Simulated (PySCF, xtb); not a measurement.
C2H3O3, SMILES COC([O])=O (connectivity only; charge and spin as stated), charge -1, multiplicity 1.

xtb with GFN2-xTB at its own geometry gives an orbital gap of 6.40 eV.

The structure is a stationary point at TPSSh-D3(BJ)/def2-SVPD. The geometry has at least one imaginary mode, so it is a saddle point at that level. The multiplicity is an assumed one; other spin states were not compared. The isomer is the one that the SMILES or the coordinates give; other isomers of the formula were not compared.

Question: What does ωB97X/def2-SVPD (PySCF) give? (The exact figures need the calculation; the answer reports its results.)

Answer: gap 10.43 eV (levels -4.26 and 6.17 eV).
